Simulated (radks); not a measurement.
The phosphorus ion P2+, 13 electrons, occupied as [Ne] 3s2 5d1 (not the ground configuration). All-electron calculation, scalar-relativistic Kohn-Sham, BLYP, spin-polarised, spherical densities, finite nucleus; open shells are filled with parallel spins first; Fermi nuclear charge, rms radius 3.1889 fm. Program: a radial shooting solver on a logarithmic mesh with Libxc functionals.

Radial electron density D(r) = 4 pi r^2 rho(r):

r (bohr)  D(r) (e/bohr)   spin D(r)
0.006855          1.088  0.00000235
0.009143          1.801  0.00000385
0.01219           2.914  0.00000613
0.01627           4.572  0.00000934
0.02169           6.889   0.0000132
0.02893           9.840   0.0000165
0.03859           13.09   0.0000154
0.05147           15.88  0.00000137
0.06865           17.12  -0.0000416
0.09156           16.04   -0.000137
0.1221            13.21   -0.000303
0.1629            10.94   -0.000519
0.2172            11.56   -0.000637
0.2898            14.50   -0.000241
0.3865            15.88     0.00150
0.5154            12.77     0.00591
0.6875            7.040      0.0146
0.9169            2.958      0.0281
1.223             1.797      0.0409
1.631             1.494      0.0354
2.176            0.7651     0.00688
2.902            0.1941     0.00835
3.87            0.08198      0.0644
5.162           0.04446      0.0440
6.885          0.006311     0.00631
9.182            0.1569       0.157
12.25           0.09829      0.0983
16.33          0.008489     0.00849
21.79         0.0001020    0.000102

D(r) has 3 maxima, at r = 0.0698, 0.371, 9.87 bohr, and minima at 0.178 bohr, inside which lie 2.18 electrons.
